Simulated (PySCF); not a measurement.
Basis-set dependence of excited states

Species: C3H8BN.
Numbering: `[CH2:1]=[N:2][B:3]([CH3:4])[CH3:5]` (hydrogens: H6, H7 on C1; H8, H9, H10 on C4; H11, H12, H13 on C5)

TDDFT with PBE0 (PySCF), vertical singlets, core orbitals frozen in the response, spherical d and f functions. Geometry: PBE0-D3(BJ)/def2-SVP; no solvent, vibrations or thermal averaging.

```json
{"basis": "6-31G*", "functions": "86", "diffuse": "no", "S1 (eV)": "4.72", "S2 (eV)": "6.85", "S3 (eV)": "7.53", "S4 (eV)": "7.98", "S5 (eV)": "8.22", "LUMO (eV)": "-0.20", "α (au)": "54.3"}
{"basis": "6-31+G*", "functions": "106", "diffuse": "yes", "S1 (eV)": "4.60", "S2 (eV)": "6.41", "S3 (eV)": "6.62", "S4 (eV)": "7.01", "S5 (eV)": "7.18", "LUMO (eV)": "-0.64", "α (au)": "60.3"}
{"basis": "def2-SVP", "functions": "110", "diffuse": "no", "S1 (eV)": "4.65", "S2 (eV)": "6.78", "S3 (eV)": "7.49", "S4 (eV)": "7.79", "S5 (eV)": "8.00", "LUMO (eV)": "-0.44", "α (au)": "56.5"}
{"basis": "def2-SVPD", "functions": "164", "diffuse": "yes", "S1 (eV)": "4.58", "S2 (eV)": "6.66", "S3 (eV)": "6.71", "S4 (eV)": "7.45", "S5 (eV)": "7.57", "LUMO (eV)": "-0.66", "α (au)": "64.9"}
{"basis": "aug-cc-pVDZ", "functions": "187", "diffuse": "yes", "S1 (eV)": "4.53", "S2 (eV)": "6.22", "S3 (eV)": "6.56", "S4 (eV)": "6.80", "S5 (eV)": "6.94", "LUMO (eV)": "-0.71", "α (au)": "66.3"}
{"basis": "def2-TZVP", "functions": "203", "diffuse": "no", "S1 (eV)": "4.57", "S2 (eV)": "6.65", "S3 (eV)": "7.16", "S4 (eV)": "7.40", "S5 (eV)": "7.59", "LUMO (eV)": "-0.62", "α (au)": "63.1"}
{"basis": "def2-TZVPD", "functions": "257", "diffuse": "yes", "S1 (eV)": "4.54", "S2 (eV)": "6.39", "S3 (eV)": "6.60", "S4 (eV)": "7.13", "S5 (eV)": "7.27", "LUMO (eV)": "-0.68", "α (au)": "66.1"}
```

Question: How much do these states and the polarisability depend on the basis?

Answer: States are compared by their number. Against the largest diffuse basis here (def2-TZVPD, itself not a converged limit), sets without diffuse functions differ by up to 0.18 eV in S1 and 0.95 eV in S5; the smaller diffuse sets differ by up to 0.05 and 0.33 eV. State by state, the largest deviation of a set without diffuse functions is S1 0.18, S2 0.46, S3 0.93, S4 0.85, S5 0.95 eV. The same number needn't mean the same state in each row. Against def2-TZVPD the polarisability deviates by -18% in 6-31G*, -9% in 6-31+G*, -15% in def2-SVP, -2% in def2-SVPD, 0% in aug-cc-pVDZ, -5% in def2-TZVP. A single + in a Pople set puts diffuse functions on heavy atoms only.
